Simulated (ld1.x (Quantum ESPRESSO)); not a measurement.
**nitrogen (N), RRKJ: configuration errors across variants**

N (Z = 7), norm-conserving RRKJ (Kleinman–Bylander form), made with ld1.x (Quantum ESPRESSO) 7.5 (LDA (PZ), scalar-relativistic). Core [He], reference 2s2 2p3. Waves: 2s (bound): rc 0.95 bohr; 2p (bound): rc 2.20 bohr. Local part: the p channel. Core correction: a·sin(br)/r model core, default radius (core density twice the valence density).

All-electron excitation energies from the reference (eV): (1) 2s2 2p2 13.732; (2) 2s2 2p1 42.702; (3) 2s2 2p0 89.866; (4) 2s2 2p2.5 5.167; (5) 2s1 2p3 25.184; (6) 2s1 2p0 167.340; (7) 2s1 2p4 11.204; (8) 2s2 2p3 spin -2.892; (9) 2s2 2p2 spin 12.043.

Spin tests fill each open shell by Hund’s rule, majority spin first.

1 further variants failed, have other tests or too few solved ones, and are left out.

Errors AE − PS in meV (a dash: test not solved or not reliable):

```tsv
change	(1)	(2)	(3)	(4)	(5)	(6)	(7)	(8)	(9)	bound ghosts
base	+28	+443	+2052	+0.5	-134	+3426	+0.1	+9.2	-2.1	none
wave 2s (bound): rc 0.95 bohr becomes 2s (bound): rc 0.74 bohr	+30	+452	+2088	+0.7	-138	+3447	-1.3	+13	+2.1	none
wave 2s (bound): rc 0.95 bohr becomes 2s (bound): rc 0.82 bohr	+29	+448	+2071	+0.6	-136	+3436	-0.6	+11	+0.2	none
wave 2s (bound): rc 0.95 bohr becomes 2s (bound): rc 0.98 bohr	+28	+442	+2051	+0.4	-134	+3426	+0.1	+9.0	-2.3	none
wave 2s (bound): rc 0.95 bohr becomes 2s (bound): rc 1.06 bohr	+28	+442	+2051	+0.4	-134	+3428	+0.1	+9.0	-2.3	none
wave 2s (bound): rc 0.95 bohr becomes 2s (bound): rc 1.20 bohr	+29	+447	+2070	+0.5	-136	+3439	-0.6	+11	+0.2	none
wave 2s (bound): rc 0.95 bohr becomes 2s (bound): rc 1.28 bohr	+30	+454	+2096	+0.7	-138	+3452	-1.6	+15	+3.6	none
```

(1) Give the same row for: wave 2s (bound): rc 0.95 bohr becomes 2s (bound): rc 1.38 bohr.

Answers

(1) +31, +466, +2137, +1.0, -143, +3467, -3.4, +19, +8.4; bound ghosts: none.
